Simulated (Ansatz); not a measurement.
Coupled-cluster diagnostics for the cluster Be₁₀, Ansatz.

Geometry of the singlet (PBE0/def2-SVP):

Cartesian coordinates in Å:
```
Be -1.4538 -0.0514 1.0875
Be -0.8560 0.5988 -1.0192
Be 1.7205 -0.4917 0.1713
Be 0.3106 -1.3630 -1.1600
Be 0.0720 -1.5264 0.9465
Be 1.1097 0.4067 -1.8006
Be 0.5457 0.3819 1.6696
Be -0.8409 1.8588 0.6918
Be 1.0204 1.5006 -0.0756
Be -1.6282 -1.3142 -0.5113
```

Correlated methods freeze no core orbitals. Another isomer (singlet) lies 0.17 eV lower at PBE0/def2-TZVP; other spin states weren't run for this one.

(1) Estimate the CCSD(T) correlation energy, the shares of MP2 and (T), T1 and the reference's ⟨S²⟩ for: charge 0, singlet, own geometry in def2-TZVPP; and the rough time on 4 threads of Arm Neoverse N1 on a shared host.

Results:

(1) 
```json
{"state": "charge 0, singlet, own geometry", "basis": "def2-TZVPP", "correlation (eV)": "-25.228", "MP2 share (%)": "92.7", "(T) share (%)": "7.6", "T1": "0.021", "⟨S²⟩ (pure)": "0.00 (0.00)", "wall time": "3.8 min", "remarks": "large T1 (0.021), restricted SCF unstable"}
```
Customary marks for T1 are 0.02 (closed shells), 0.045 (open shells) and about 0.05 (3d metals). T1 exceeds 0.02 in 1 of 1 rows and 0.045 in 0; the higher it lies, the less the single-reference result can be trusted.
